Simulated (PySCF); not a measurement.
This PySCF input asks for the spin–spin couplings of SMILES [F][K], FK; the geometry comes from PBE0-D3(BJ)/def2-SVP.

```python
import basis_set_exchange as bse
import numpy as np
from pyscf import gto, dft
from pyscf.data import nist
from pyscf.prop import ssc

atoms = """
F     1.071378   -0.011039    0.000619
K    -1.065868    0.013579   -0.028919
"""
names = {"F": "pcJ-1", "K": "pcSseg-1"}
basis = {el: gto.basis.parse(bse.get_basis(n, elements=[el], fmt="nwchem")) for el, n in names.items()}
mol = gto.M(atom=atoms, basis=basis, charge=0, verbose=0)
mf = dft.RKS(mol, xc="B3LYP")
mf.grids.level = 2
mf.grids.alignment = dft.numint.BLKSIZE   # the property module wants whole blocks of grid points
mf.conv_tol = 1e-9
mf.kernel()

sc = ssc.RKS(mf)
sc.with_fcsd = True   # Fermi contact and spin-dipole together
sc.max_cycle_cphf = 60
g = {"F": 5.257736}   # nuclear g factors of 19F
sc.nuc_pair = [(i, j) for i in range(mol.natm) for j in range(i + 1, mol.natm)
               if mol.atom_pure_symbol(i) in g and mol.atom_pure_symbol(j) in g]
K = sc.kernel()
unit = nist.HARTREE2J / nist.PLANCK * (0.5 * nist.E_MASS / nist.PROTON_MASS) ** 2
for (i, j), k in zip(sc.nuc_pair, K):
    a, b = mol.atom_pure_symbol(i), mol.atom_pure_symbol(j)
    J = unit * g[a] * g[b] * np.trace(k) / 3
    if abs(J) >= 1:
        print("%s%d %s%d %8.1f Hz" % (a, i, b, j, J))
```

Question: Give the expected output.

Answer: 
```

```

These numbers come from an equivalent density-fitted implementation of the same equations, which agrees with the script to about 0.1 Hz, so last digits may differ.

Size and cost of the density-fitted run: 65 basis functions, 0.8 s wall time on 1 thread of an Arm Neoverse V1, shared host.
